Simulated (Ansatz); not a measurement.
`C[SiH](O)I` and `C[SiH](O)[SnH3]` differ in one atom or group.

Ansatz, PBE0-D4/def2-TZVP geometries, multiplicity 1. Each molecule was computed in one conformer, which needn't be the lowest.

Elements past krypton have def2 core potentials.

| property | `C[SiH](O)I` |
| --- | --- |
| HOMO–LUMO gap (PBE/def2-TZVPP) / eV | 5.55 |
| size of the dipole moment (B3LYP/def2-TZVPP) / D | 1.92 |
| HOMO energy (PBE/def2-TZVPP) / eV | -6.39 |
| LUMO energy (ωB97M-V/def2-TZVPP) / eV | 1.85 |
| HOMO energy (PBE0/def2-TZVPP) / eV | -7.54 |
| HOMO–LUMO gap (B3LYP/def2-TZVPP) / eV | 7.08 |

(1) Give the same properties after the change, and the shifts. (Best estimate.)

Results:

(1) Computed: 
```tsv
property	`C[SiH](O)[SnH3]`	shift
HOMO–LUMO gap (PBE/def2-TZVPP) / eV	5.16	-0.39
size of the dipole moment (B3LYP/def2-TZVPP) / D	1.61	-0.31
HOMO energy (PBE/def2-TZVPP) / eV	-6.24	0.15
LUMO energy (ωB97M-V/def2-TZVPP) / eV	1.29	-0.56
HOMO energy (PBE0/def2-TZVPP) / eV	-7.35	0.19
HOMO–LUMO gap (B3LYP/def2-TZVPP) / eV	6.67	-0.41
```

With PBE0 the HOMO rises by 0.19 eV and the LUMO falls by 0.30 eV, so the gap narrows by about 0.49 eV. PBE moves the HOMO by 0.15 eV and ωB97M-V by 0.30 eV. Dipoles are sizes alone; their direction can turn.

B3LYP here is the variant with VWN-RPA as its local correlation; programs differ in this.

Spin–orbit coupling is left out; it splits and shifts lone-pair levels of the heavy atoms by tenths of an eV.
